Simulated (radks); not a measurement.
Q: Radial electron density D(r) = 4 pi r^2 rho(r) of an atom or ion with 1 electrons. All-electron calculation, scalar-relativistic Kohn-Sham, PBE, spin-polarised, spherical densities, finite nucleus; Fermi nuclear charge, rms radius of each element as measured or else 0.836 A^(1/3) + 0.57 fm. Program: a radial shooting solver on a logarithmic mesh with Libxc functionals.

| r (bohr) | D(r) (e/bohr) |
|---|---|
| 0.00229 | 0.6954 |
| 0.002521 | 0.8258 |
| 0.002775 | 0.9792 |
| 0.003055 | 1.159 |
| 0.003362 | 1.370 |
| 0.003701 | 1.616 |
| 0.004074 | 1.901 |
| 0.004485 | 2.232 |
| 0.004897 | 2.579 |
| 0.00539 | 3.012 |
| 0.005934 | 3.506 |
| 0.006531 | 4.066 |
| 0.00719 | 4.699 |
| 0.007914 | 5.406 |
| 0.008711 | 6.191 |
| 0.009589 | 7.053 |
| 0.01047 | 7.910 |
| 0.01153 | 8.910 |
| 0.01269 | 9.968 |
| 0.01397 | 11.07 |
| 0.01537 | 12.19 |
| 0.01692 | 13.30 |
| 0.01863 | 14.38 |
| 0.0205 | 15.36 |
| 0.02239 | 16.15 |
| 0.02465 | 16.85 |
| 0.02713 | 17.32 |
| 0.02986 | 17.52 |
| 0.03287 | 17.42 |
| 0.03618 | 16.98 |
| 0.03983 | 16.21 |
| 0.04384 | 15.11 |
| 0.04788 | 13.85 |
| 0.0527 | 12.26 |
| 0.05801 | 10.52 |
| 0.06386 | 8.729 |
| 0.07029 | 6.974 |
| 0.07737 | 5.346 |
| 0.08517 | 3.916 |
| 0.09375 | 2.729 |
| 0.1024 | 1.868 |
| 0.1127 | 1.166 |
| 0.124 | 0.6809 |
| 0.1365 | 0.3698 |
| 0.1503 | 0.1853 |
| 0.1654 | 0.08504 |
| 0.1821 | 0.03540 |
| 0.2005 | 0.01325 |
| 0.2189 | 0.004852 |
| 0.241 | 0.001434 |
| 0.2652 | 0.0003679 |

What is the nuclear charge?

A: Z = 32. The innermost maximum, from 1s, lies near gamma/Z bohr with gamma = sqrt(1 - (Z/c)^2) = 0.972, here 0.0304 bohr (found: 0.0303), and its height grows with Z. The density is that of the germanium ion Ge31+ in 1s1; the configuration itself is not fixed sharply by these data, and Z only to about a unit. D(r) has 1 maximum, at r = 0.0303 bohr.
